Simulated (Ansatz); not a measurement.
`CN([SiH2]O)[SiH](O)F` + H₂ → `CN([SiH2]O)[SiH2]F` + H₂O  (hydrogenolysis of the Si–O bond)

Isolated molecules relaxed with PBE0-D4/def2-TZVP in Ansatz; ΔE leaves out vibrations. CBS: MP2 limit from def2 TZ/QZ plus the TZ coupled-cluster correction, frozen cores. This one scheme is used for every species. Functionals use def2-TZVPP. B3LYP here is the variant with VWN-RPA as its local correlation; programs differ in this. One conformer a species, not always the lowest.

`CN([SiH2]O)[SiH](O)F`:

Cartesian coordinates in Å:
```
C 1.343 0.221 1.299
N 0.272 0.095 0.303
Si -0.117 1.592 -0.494
O -1.364 1.390 -1.528
Si -0.470 -1.412 0.087
O -1.114 -1.420 -1.425
F 0.636 -2.553 0.223
H 0.979 0.644 2.240
H 1.800 -0.747 1.510
H 2.140 0.872 0.922
H 1.126 2.060 -1.167
H -0.520 2.616 0.502
H -1.422 0.514 -1.927
H -1.510 -1.790 1.069
H -1.779 -2.084 -1.612
```

H₂:

Cartesian coordinates in Å:
```
H 0.074 0.061 -0.361
H -0.074 -0.061 0.361
```

`CN([SiH2]O)[SiH2]F`:

Cartesian coordinates in Å:
```
C 0.839 -1.118 0.754
N 0.246 -0.116 -0.138
Si -1.429 -0.311 -0.516
O -2.418 -0.208 0.794
Si 1.192 1.233 -0.585
F 1.311 2.307 0.602
H 0.470 -2.117 0.507
H 0.606 -0.922 1.804
H 1.927 -1.134 0.646
H -1.658 -1.687 -1.012
H -1.748 0.729 -1.525
H -2.472 0.635 1.247
H 2.578 0.787 -0.854
H 0.556 1.924 -1.726
```

H₂O:

```xyz
3

O    -0.098    0.155   -0.343
H     0.362   -0.672   -0.186
H    -0.264    0.518    0.530
```

(1) Is it downhill or uphill in electronic energy at CCSD(T)/CBS, and by how much? (Best estimate.)

(2) What do these levels give: PBE0-D4, B3LYP, MP2/def2-TZVPP, SCS-MP2/def2-TZVPP, CCSD(T)/def2-TZVPP, SCS-MP2/def2-QZVPP? (Estimate.)

Largest T1 diagnostic among the species: 0.012.

Results:

(1) The calculation gave: Uphill: ΔE = +91.9 kJ/mol.

(2) Ansatz gave: PBE0-D4 88.9, B3LYP 86.8, MP2/def2-TZVPP 97.2, SCS-MP2/def2-TZVPP 92.9, CCSD(T)/def2-TZVPP 92.8, SCS-MP2/def2-QZVPP 92.5 kJ/mol.

The D4 term adds +8.5 kJ/mol with B3LYP and +4.5 kJ/mol with PBE0; it sums over pairs of atoms, weighted by their polarisabilities, and B3LYP, whose exchange is more repulsive, gets the larger term. In def2-TZVPP, CCSD(T) changes the Hartree–Fock value by +6.6 kJ/mol (the triples alone add +2.4 kJ/mol) and MP2 by +11.0 kJ/mol.
